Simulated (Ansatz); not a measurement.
The cluster Ge₃Cl, relaxed as a doublet with UKS r2SCAN-D4/def2-SVP in Ansatz, starting from the GFN2-xTB geometry. Force threshold 0.02 eV/Å.

The relaxation made no stability test and no search for a lower SCF solution. The structure comes from a short search, and lower isomers may exist.

Start:

```tsv
atom	x (Å)	y (Å)	z (Å)
Ge1	-0.8311	1.0261	0.1402
Ge2	1.3914	1.2464	-0.7422
Ge3	0.9029	-0.9729	0.0323
Cl4	-1.4631	-1.2996	0.5697
```

Q: Estimate the energy that the relaxation releases and the steps that it takes.

A: 0.7 kJ/mol, in 3 steps; 7.5 s on 4 threads of Arm Neoverse V2 on a shared host. No frequencies were taken in this run, so the end may be a saddle point.

Q: Does the start keep its bonding and symmetry?

A: By distances, no bond broke or formed. The bond that changes most is Ge1–Ge3, from 2.65 to 2.68 Å (atoms count from 1). Point group Cs at the start, Cs at the end, both within 0.05 Å.

Q: Predict the relaxed structure.

A: 
```xyz
4

Ge   -0.8357    1.0436    0.1438
Ge    1.3907    1.2463   -0.7470
Ge    0.9196   -0.9804    0.0347
Cl   -1.4746   -1.3095    0.5686
```
Bond lengths: 3 × Ge–Ge 2.41 to 2.68 Å; 2 × Cl–Ge 2.47 to 2.48 Å.
